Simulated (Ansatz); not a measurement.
H₈NSi₃, SMILES [SiH3]N([SiH3])[SiH2], multiplicity 2.

Geometry optimised at B3LYP-D3(BJ)/def2-SVP. The isomer is the one that the SMILES or the coordinates give; other isomers of the formula were not compared.

Two levels are set side by side: PBE/def2-SVPD (Ansatz, a quantum-chemistry and plane-wave program) and PBE0/def2-SVPD (Ansatz). Energy differences of separate SCF runs at the same geometry; the states with an electron removed or added have multiplicity 1 and 1. Differences are taken from unrounded values.

```
quantity                         PBE0   PBE  PBE minus PBE0
-------------------------------  ----  ----  --------------
vertical ionisation energy (eV)  7.78  7.54           -0.24
vertical electron affinity (eV)  0.63  0.70            0.08
```
